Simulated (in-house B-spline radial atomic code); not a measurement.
Zn⁺ is squeezed into an impenetrable sphere of radius R (the orbitals vanish at R). Computed with a B-spline radial code for spherical atoms: Dirac-Kohn-Sham LDA VWN5, spherical fractional occupations, Fermi nucleus of rms radius 3.9283 fm.

Energies in eV above the free ion in [Ar] 3d10 4s1:

```tsv
R (bohr)	highest level (eV)	[Ar] 3d10 4s1	[Ar] 3d9 4s1 4f1	[Ne] 3s2 3p5 3d10 4s1 4f1
7.43	-14.3	0.007412	28.79	102.7
6.07	-14.2	0.0759	31.85	105.7
5.09	-13.7	0.3815	36.23	110.1
4.2	-12.2	1.627	44.13	117.9
3.81	-10.7	3.106	50.13	123.9
3.07	-3.71	11.24	71.83	145.5
2.54	10.2	30.95	108.5	182.3
2.19	30.9	65.03	160	234.3
1.75	93.5	189.9	320.1	396.7
1.28	313	778.5	983.4	1067
```

Q: Does [Ar] 3d9 4s1 4f1 fall below [Ar] 3d10 4s1 under compression?

A: No, it stays above over the whole range.

Q: Does [Ne] 3s2 3p5 3d10 4s1 4f1 fall below [Ar] 3d10 4s1 under compression?

A: No, it stays above over the whole range.

The highest level is first positive in the row R = 2.54 bohr, pushed up by confinement above the zero of the free ion's potential. Each configuration is held fixed and needn't be the lowest in the sphere.
